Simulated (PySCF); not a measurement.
Mg(F)(NH2) (FH2MgN), SMILES [Mg]([F])[NH2].

The structure is a stationary point at TPSSh-D3(BJ)/def2-TZVP. Other conformers were not sampled.

Level of theory: TPSSh-D3(BJ)/def2-TZVP (PySCF 2.14.0).

Frequencies are harmonic and unscaled.

Problem. List the normal modes with their intensities. (Estimate from the structure and the level; the computed values follow.)

Solution. 
```json
[
 {"mode": "1", "ν (cm⁻¹)": "143", "IR (km/mol)": "63.0", "Raman (Å⁴/amu)": "0.4", "depolarisation": "0.75", "moving atoms (share of kinetic energy)": "Mg 55 %, F 22 %, H 13 %, N 11 %"},
 {"mode": "2", "ν (cm⁻¹)": "153", "IR (km/mol)": "98.1", "Raman (Å⁴/amu)": "2.7", "depolarisation": "0.75", "moving atoms (share of kinetic energy)": "Mg 59 %, F 21 %, N 19 %"},
 {"mode": "3", "ν (cm⁻¹)": "281", "IR (km/mol)": "88.0", "Raman (Å⁴/amu)": "33.3", "depolarisation": "0.75", "moving atoms (share of kinetic energy)": "H 85 %, N 15 %"},
 {"mode": "4", "ν (cm⁻¹)": "541", "IR (km/mol)": "103.3", "Raman (Å⁴/amu)": "0.4", "depolarisation": "0.75", "moving atoms (share of kinetic energy)": "H 80 %, N 15 %"},
 {"mode": "5", "ν (cm⁻¹)": "550", "IR (km/mol)": "0.5", "Raman (Å⁴/amu)": "11.4", "depolarisation": "0.10", "moving atoms (share of kinetic energy)": "F 48 %, N 46 %"},
 {"mode": "6", "ν (cm⁻¹)": "832", "IR (km/mol)": "145.9", "Raman (Å⁴/amu)": "2.7", "depolarisation": "0.08", "moving atoms (share of kinetic energy)": "Mg 59 %, F 20 %, N 18 %"},
 {"mode": "7", "ν (cm⁻¹)": "1571", "IR (km/mol)": "18.8", "Raman (Å⁴/amu)": "5.5", "depolarisation": "0.08", "moving atoms (share of kinetic energy)": "H 92 %, N 8 %"},
 {"mode": "8", "ν (cm⁻¹)": "3533", "IR (km/mol)": "2.4", "Raman (Å⁴/amu)": "155.0", "depolarisation": "0.07", "moving atoms (share of kinetic energy)": "H 96 %"},
 {"mode": "9", "ν (cm⁻¹)": "3609", "IR (km/mol)": "6.8", "Raman (Å⁴/amu)": "89.3", "depolarisation": "0.75", "moving atoms (share of kinetic energy)": "H 92 %, N 8 %"}
]
```
